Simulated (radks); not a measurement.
The nuclear charge of the potassium ion K2+ is varied continuously with 17 electrons held in [Ne] 3s2 3p5. Calculated with a radial shooting solver on a logarithmic mesh with Libxc functionals: scalar-relativistic Kohn-Sham, PBE, spin-polarised, spherical densities, finite nucleus; open shells are filled with parallel spins first; Fermi nuclear charge, rms radius 3.4349 fm. By the Hellmann-Feynman theorem dE/dZ = E(electron-nucleus)/Z, the electronic potential at the nucleus (averaged over a nucleus of fixed radius). The scalar-relativistic energy here is not variational (the density holds large components alone), so the two differ by a part that grows with Z.

Z      E (hartree)  E(electron-nucleus)/Z (hartree)  HOMO  e(HOMO) (eV)  <r> HOMO (bohr)
18.5    -564.09372                         -72.0881    3p       -29.627            1.451
18.75   -582.27610                         -73.3129    3p       -33.987            1.403
19      -600.76505                         -74.5376    3p       -38.560            1.359
19.25   -619.56055                         -75.7623    3p       -43.343            1.318
19.5    -638.66264                         -76.9870    3p       -48.333            1.279
19.75   -658.07136                         -78.2120    3p       -53.531            1.243
20      -677.78677                         -79.4371    3p       -58.933            1.209

The central difference of E at Z = 19 is -74.569 hartree, to compare with the third column; the second derivative is -4.9 hartree.
